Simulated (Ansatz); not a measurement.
Potential energy curve for KCl, singlet.

Computed with unrestricted PBE/def2-SVP (Ansatz, an electronic-structure program).

The batch members p0 to p7 hold the bond at 2.13, 2.31, 2.39, 2.51, 2.57, 2.68, 2.79, 2.85 Å.

Ansatz input:

Ansatz 0.2 input:
```yaml
# input.yaml
basis:
  gaussian: { orbitals: def2-svp }
hamiltonian:
  xc: pbe
batch:
  members: [p0.yaml, p1.yaml, p2.yaml, p3.yaml, p4.yaml, p5.yaml, p6.yaml, p7.yaml]

# p4.yaml, one of the 8 members of this batch
crystal:
  periodic: [false, false, false]
  atoms:
    - { symbol: K, position_ang: [0.0, 0.0, 0.0] }
    - { symbol: Cl, position_ang: [0.0, 0.0, 2.57] }
total_charge: 0
magnetization:
  spin_polarized: true
```

Lines of the output on each member:

```
Member 0: Total energy: -28830.35503939 eV, -1059.4960057811 hartree
Member 1: Total energy: -28831.50553376 eV, -1059.5382856692 hartree
Member 2: Total energy: -28831.77578033 eV, -1059.5482170475 hartree
Member 3: Total energy: -28832.00120381 eV, -1059.5565012078 hartree
Member 4: Total energy: -28832.05459621 eV, -1059.5584633422 hartree
Member 5: Total energy: -28832.08079124 eV, -1059.5594259920 hartree
Member 6: Total energy: -28832.04182897 eV, -1059.5579941547 hartree
Member 7: Total energy: -28832.00167769 eV, -1059.5565186224 hartree
```

The unrestricted determinant behind UKS-PBE is spin-contaminated at 4.47 to 8.13 Å (<S²> up to 0.5, against 0.00 for a pure singlet).
